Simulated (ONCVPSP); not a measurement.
**What one change does to a pseudopotential (magnesium, ONCV)**

- Element: magnesium
- Generator: ONCVPSP 4.0.1
- Type: optimised norm-conserving Vanderbilt (ONCV)
- Functional: PBE
- Relativity: scalar-relativistic
- Frozen core: [He]
- Valence charge: 10
- Reference configuration: 2s2 2p6 3s1.75 3p0.25
- Partial waves: 2s+3s: rc 1.30 bohr, ncon 4, nbas 7, qcut 7.4 1/bohr, 3 projectors, debl 1.2 Ha; 2p+3p: rc 1.40 bohr, ncon 3, nbas 8, qcut 10.3 1/bohr, 2 projectors
- Local potential: polynomial inside 1.00 bohr (lpopt 4, dvloc0 -1 Ha)
- Core correction: Teter function, fcfact 2.5, rcfact 1.8

Change: s: qcut 6.3.

Cutoffs: the cutoffs (Ha) at which the residual kinetic energy of the hardest occupied pseudo-wave falls to 1 and 0.1 mHa per electron; they do not see the model core or the augmentation charge, which bear on the density cutoff. Errors are all-electron minus pseudo energies relative to the spin-unpolarised reference configuration.

**Question.** How do hardness, ghosts and transferability respond?

**Answer.** The potential gets harder (40 Ha and 45 Ha → 40 Ha and 53 Ha); the errors of the 3 common tests hardly move; neither file shows a bound ghost.

```csv
quantity,base,changed
"cutoff, loose",40 Ha,40 Ha
"cutoff, tight",45 Ha,53 Ha
loose cutoff by channel,"s 21 Ha, p 40 Ha","s 19 Ha, p 40 Ha"
bound ghosts,none,none
GHOST(+) flags under 300 eV,none,none
tests with a reliable result,3 of 4,3 of 4
"error for 2s2 2p6 3s2 3p0, meV [ΔE -0.85 eV]",0.0,0.0
"error for 2s2 2p6 3s1 3p0, meV [ΔE 7.11 eV]",-0.3,-0.3
"error for 2s2 2p6 3s1 3p1, meV [ΔE 2.64 eV]",-0.2,-0.2
s: phases at 1.32 bohr within 0.05 rad from the reference energy up to (Ha; the scan ends near 5),to the end of the scan,to the end of the scan
p: phases at 1.42 bohr within 0.05 rad from the reference energy up to (Ha; the scan ends near 5),to the end of the scan,to the end of the scan
"rms error of d²Exc/dni dnj with the model core, mHa",1.88,1.98
```
